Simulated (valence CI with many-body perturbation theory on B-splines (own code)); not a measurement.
**Mo¹⁰⁺: electric-dipole lines**

Computed by valence CI with perturbative core correlation (CI+MBPT): four valence electrons over a frozen Dirac-Fock core [Ar] 3d10, radial functions for each j: 11 s, 11 p, 10 d, 8 f, 5 g, 2 h, with the one-electron correlation potential Σ1 (screened to all orders), the two-electron term Σ2, the three-electron term Σ3, Breit, model QED; selected single and double excitations, second order for the rest, scaled by the run's own slope (own B-spline code, finite nucleus).

No measured spectrum was set against this ion. As an estimate, levels hold to about 250 cm⁻¹ or 0.2 % of their energy and the worst to 1 %, as in measured heavy ions of charge 2 to 7; those with d or f electrons hold less well. Among the levels kept, up to 780 cm⁻¹ of a level comes from second order outside the variational space, and about a tenth of that is noise between levels of different J, which matters for small intervals.

Lines 101 to 150 of 544 in falling wavelength, among levels below 965910 cm⁻¹, chosen from the strongest by gf and those to the six lowest levels. Wavelengths and rates use the calculated energies, so an error of 600 cm⁻¹ moves a line at 398.2 Å by 0.24 % and its rate by three times that or more. Electric multipoles are in the length gauge, E1 and E2 with the static RPA response of the core. Weak lines are less certain than strong ones. Lines between different terms over intervals too small for the method are left out, as are lines whose strength nearly cancels. Where a level lies close to another of its J and parity, the split of strength between their lines is uncertain. The highest levels of a list are the least certain.

Names give the largest LS component (configuration and term), which can be under half, so a name can repeat, a term be missing and a line seem to break the LS rules; names also repeat where a configuration has a term twice. Letters in brackets count levels of one name in rising energy.

```
λ vac (Å)               Upper               Lower   A (s⁻¹)  log gf  Branch %
    398.2    4p3 4d 3D°_3 [c]  4s 4p2 4d 3F_3 [c]  1.28e+09   -0.67       1.4
    396.4    4p3 4d 3P°_2 [a]  4s 4p2 4d 3F_3 [b]  3.28e+09   -0.41       4.0
    395.7      4s 4p2 4d 3G_4     4s2 4p 4d 3F°_3  3.40e+09   -0.14      71.9
    394.8  4s 4p2 4d 3F_3 [c]     4s2 4p 4d 1D°_2  2.74e+09   -0.35       3.4
    394.2            4p4 3P_2        4s 4p3 3D°_3  6.86e+09   -0.10      49.8
    393.0      4s 4p2 4d 1G_4     4s2 4p 4d 3F°_4  1.00e+09   -0.68      11.2
    392.4        4p3 4d 1F°_3  4s 4p2 4d 3F_4 [c]  1.53e+09   -0.61       6.2
    390.4        4p3 4d 5D°_2  4s 4p2 4d 3F_3 [a]  2.42e+09   -0.56      10.3
    390.1    4p3 4d 3F°_4 [a]  4s 4p2 4d 3F_4 [a]  2.83e+09   -0.24      28.3
    389.1  4s 4p2 4d 1P_1 [b]     4s2 4p 4d 1P°_1  2.61e+09   -0.75       2.1
    388.1  4s 4p2 4d 3F_4 [c]     4s2 4p 4d 3D°_3  3.07e+09   -0.21      12.3
    386.6      4s 4p2 4d 3G_3     4s2 4p 4d 3F°_2  3.69e+09   -0.24      85.5
    385.7        4s 4p3 3P°_1        4s2 4p2 3P_2  6.03e+08   -1.39       9.1
    383.7            4p4 3P_2        4s 4p3 3D°_2  2.84e+09   -0.50      20.6
    381.8      4s 4p2 4d 1F_3     4s2 4p 4d 1F°_3  4.92e+09   -0.12       4.5
    381.3        4s 4p3 3P°_2        4s2 4p2 3P_2  5.99e+09   -0.19      98.0
    379.7    4p3 4d 3F°_3 [a]  4s 4p2 4d 3F_3 [a]  2.33e+09   -0.45      19.3
    379.6  4s 4p2 4d 3F_2 [c]     4s2 4p 4d 3D°_1  2.82e+09   -0.52       3.1
    376.9        4s 4p3 1D°_2        4s2 4p2 1D_2  9.79e+09    0.02      84.9
    376.7        4p3 4d 5D°_3      4s 4p2 4d 5D_4  4.86e+09   -0.14      26.4
    375.4        4s 4p3 3P°_0        4s2 4p2 3P_1  6.04e+09   -0.89     100.0
    375.0    4p3 4d 3D°_2 [b]  4s 4p2 4d 3D_3 [a]  2.78e+09   -0.53       6.4
    374.8  4s 4p2 4d 3S_1 [b]     4s2 4p 4d 1D°_2  3.38e+09   -0.67       5.8
    373.7    4p3 4d 1D°_2 [a]      4s 4p2 4d 3G_3  2.09e+09   -0.66      14.0
    372.8    4p3 4d 3F°_2 [a]      4s 4p2 4d 5D_3  3.31e+09   -0.46      25.6
    372.3    4p3 4d 3D°_2 [a]  4s 4p2 4d 3F_2 [a]  2.88e+09   -0.52      28.2
    372.0        4s 4p3 3P°_1        4s2 4p2 3P_1  4.44e+09   -0.56      66.8
    371.3    4p3 4d 3D°_1 [a]  4s 4p2 4d 3F_2 [a]  5.46e+09   -0.47      48.8
    370.2     4s2 4p 5d 3D°_1  4s 4p2 4d 3F_2 [c]  4.85e+09   -0.52       9.9
    370.1        4p3 4d 5D°_4      4s 4p2 4d 5D_4  3.64e+09   -0.17      16.8
    369.9    4p3 4d 3D°_3 [b]      4s 4p2 4d 1G_4  3.88e+09   -0.25      10.8
    369.0  4s 4p2 4d 3P_1 [b]     4s2 4p 4d 3P°_2  3.13e+09   -0.72       4.5
    367.9        4s 4p3 3P°_2        4s2 4p2 3P_1  1.11e+08   -1.95       1.8
    367.8  4s 4p2 4d 3D_3 [e]     4s2 4p 4d 3D°_2  1.77e+09   -0.60       2.8
    366.3        4p3 4d 5D°_4      4s 4p2 4d 5F_5  9.70e+09    0.24      44.8
    365.9  4s 4p2 4d 3D_3 [e]     4s2 4p 4d 3D°_3  4.17e+09   -0.23       6.6
    365.5  4s 4p2 4d 3D_2 [d]     4s2 4p 4d 3D°_2  4.34e+09   -0.36       4.7
    365.5  4s 4p2 4d 3D_2 [a]     4s2 4p 4d 3F°_2  3.48e+09   -0.46       8.1
    363.6        4p3 4d 5D°_4      4s 4p2 4d 5D_3  1.25e+09   -0.65       5.8
    362.6  4s 4p2 4d 3P_1 [c]     4s2 4p 4d 1P°_1  3.50e+09   -0.68       2.5
    362.4    4p3 4d 3F°_3 [b]      4s 4p2 4d 3G_4  5.50e+09   -0.12      24.6
    361.5        4p3 4d 5D°_1      4s 4p2 4d 5D_2  8.04e+09   -0.33      28.6
    360.6        4p3 4d 5D°_2      4s 4p2 4d 5D_3  3.48e+09   -0.47      14.8
    359.3  4s 4p2 4d 3D_1 [c]     4s2 4p 4d 3P°_1  4.52e+09   -0.58       5.3
    359.3        4p3 4d 5D°_3      4s 4p2 4d 5F_4  3.19e+09   -0.36      17.3
    358.0    4p3 4d 3F°_4 [c]      4s 4p2 4d 3G_5  5.75e+09    0.00      40.8
    356.9        4s 4p3 3S°_1        4s2 4p2 1D_2  3.31e+07   -2.72       0.1
    356.9    4p3 4d 3F°_2 [b]      4s 4p2 4d 3G_3  5.07e+09   -0.32      26.2
    356.5        4s 4p3 1P°_1        4s2 4p2 1S_0  5.66e+09   -0.49      12.5
    353.3        4p3 4d 5D°_4      4s 4p2 4d 5F_4  3.66e+09   -0.21      16.9
```
